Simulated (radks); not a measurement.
The numbers below are computed, except where a source is named.
Initial-state core-level shifts of neutral chromium when its valence configuration changes from [Ar] 3d5 4s1. Code: a radial shooting solver on a logarithmic mesh with Libxc functionals. Model: Dirac Kohn-Sham, PBE, spin-unpolarised, spherical densities, finite nucleus; open shells are shared between the two j in proportion to 2j + 1; Fermi nuclear charge, rms radius 3.6452 fm. Shifts are changes of the shell-averaged eigenvalues in eV (positive: less bound); the change of the density at the nucleus, which sets a Mossbauer isomer shift, is in e/bohr^3, on a base of 1.144e+04.

\begin{tabular}{lrrrrr}
valence & 1s & 2s & 3s & 3p & density at nucleus \\ \hline
3d5 4p1 & -1.406 & -1.275 & -1.396 & -1.412 & -3.933 \\
3d3 4s1 4p2 & -12.406 & -13.776 & -12.277 & -11.901 & +4.866 \\
3d4 4s1 4p1 & -5.407 & -5.914 & -5.492 & -5.348 & +1.904 \\
3d6 & +2.015 & +2.385 & +2.211 & +2.126 & -4.203 \\
3d4.5 4s1 4p0.5 & -2.477 & -2.685 & -2.544 & -2.485 & +0.820 \\
3d4 4s2 & -3.872 & -4.463 & -3.972 & -3.825 & +6.139 \\
3d5 4s0.5 4p0.5 & -0.730 & -0.664 & -0.725 & -0.734 & -1.885 \\
3d5.5 4s0.5 & +1.226 & +1.431 & +1.321 & +1.273 & -2.265 \\
3d4.5 4s1.5 & -1.701 & -1.963 & -1.774 & -1.710 & +2.755 \\
\end{tabular}
